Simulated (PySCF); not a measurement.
LiAs: frontier orbitals

TPSSh at R = 2.440 Å; basis Li cc-pVDZ, As cc-pVDZ-PP with ECP10; scalar-relativistic core potentials; PySCF 2.14. State: ³Σ⁻ (triplet), unpaired electrons π ↑↑. Only the outer orbitals are listed, counted within each symmetry, core potentials removing the inner ones.

```csv
spin,orbital,occ.,ε (eV),on Li (%),main shells (%)
α,5σ,1,-14.11,5,94 As s
α,3π,1,-4.93,8,92 As p
α,3π,1,-4.93,8,92 As p
α,6σ,1,-4.78,24,"75 As p, 17 Li s"
α,7σ,0,-1.67,95,"70 Li s, 25 Li p"
α,4π,0,-0.17,96,96 Li p
α,4π,0,-0.17,96,96 Li p
β,5σ,1,-12.22,10,90 As s
β,6σ,1,-4.16,28,"70 As p, 22 Li s"
β,3π,0,-2.31,23,"77 As p, 21 Li p"
β,3π,0,-2.31,23,"77 As p, 21 Li p"
β,7σ,0,-1.58,93,"63 Li s, 30 Li p"
```

Problem. Which are the highest filled and the lowest empty level, where do they sit, and how wide is the gap?

Solution. Highest filled β 6σ at -4.16 eV (in %: 70 As p, 22 Li s); lowest empty β 3π at -2.31 eV (in %: 77 As p, 21 Li p); the gap at TPSSh is 1.85 eV.

```json
{
 "bond order (Mayer)": "1.22",
 "⟨S²⟩": "2.006",
 "charge on Li (Mulliken, basis-dependent)": "0.17",
 "charge on Li (Löwdin, basis-dependent)": "0.22",
 "dipole moment (positive dipole means Li(−)As(+))": "-6.10 D"
}
```

Spin–orbit coupling is left out. The state is the lowest determinant that a PBE0 search found; another state may lie lower at other levels.
